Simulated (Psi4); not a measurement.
diisopropylamine (C6H15N), singlet, at a GFN2-xTB geometry. Base run: HF/def2-SV(P) (Psi4).

Here is a job for Psi4.
```
memory 2 GB

molecule mol {
0 1
C     1.993013    0.804538    0.645581
C     1.212194   -0.328797   -0.034143
C     2.012736   -0.893182   -1.207392
N    -0.091051    0.083254   -0.526519
C    -1.154709    0.208408    0.460537
C    -2.195064    1.206786   -0.038718
C    -1.800523   -1.162626    0.673189
H     2.198391    1.599184   -0.070356
H     1.424823    1.224292    1.473420
H     2.939062    0.435550    1.033466
H     1.047218   -1.129965    0.694558
H     1.451227   -1.689888   -1.686586
H     2.966415   -1.286610   -0.865086
H     2.200254   -0.114154   -1.943021
H     0.008086    0.945129   -1.052448
H    -0.768745    0.565702    1.433238
H    -2.573618    0.890232   -1.007737
H    -1.759342    2.199319   -0.141374
H    -3.026777    1.268156    0.658632
H    -1.068259   -1.881668    1.030028
H    -2.603200   -1.094850    1.403219
H    -2.204057   -1.523971   -0.268653
}

set {
  basis def2-sv(p)
  reference rhf
}

energy('scf')
print_variables()
```

Each row names what was changed in the base input (with any setting that the change needs).

```json
[
 {"change": "base", "ΔE vs base (µEh)": "0.0", "SCF cycles": "8", "basis functions": "128"},
 {"change": "guess = sapgau", "ΔE vs base (µEh)": "0.0", "SCF cycles": "9", "basis functions": "128"},
 {"change": "d_convergence = 1e-10", "ΔE vs base (µEh)": "0.0", "SCF cycles": "15", "basis functions": "128"},
 {"change": "d_convergence = 1e-8", "ΔE vs base (µEh)": "0.0", "SCF cycles": "11", "basis functions": "128"},
 {"change": "scf_type = dfdirj+cosx", "ΔE vs base (µEh)": "-32.6", "SCF cycles": "9", "basis functions": "128"},
 {"change": "diis_max_vecs = 3", "ΔE vs base (µEh)": "0.0", "SCF cycles": "9", "basis functions": "128"},
 {"change": "d_convergence = 1e-4", "ΔE vs base (µEh)": "0.0", "SCF cycles": "7", "basis functions": "128"},
 {"change": "guess = core", "ΔE vs base (µEh)": "0.0", "SCF cycles": "13", "basis functions": "128"},
 {"change": "e_convergence = 1e-8", "ΔE vs base (µEh)": "0.0", "SCF cycles": "9", "basis functions": "128"},
 {"change": "guess = gwh", "ΔE vs base (µEh)": "0.0", "SCF cycles": "12", "basis functions": "128"},
 {"change": "diis_max_vecs = 15", "ΔE vs base (µEh)": "0.0", "SCF cycles": "8", "basis functions": "128"},
 {"change": "basis_guess = true", "ΔE vs base (µEh)": "0.0", "SCF cycles": "7", "basis functions": "128"},
 {"change": "scf_type = dfdirj+link", "ΔE vs base (µEh)": "-266", "SCF cycles": "8", "basis functions": "128"}
]
```
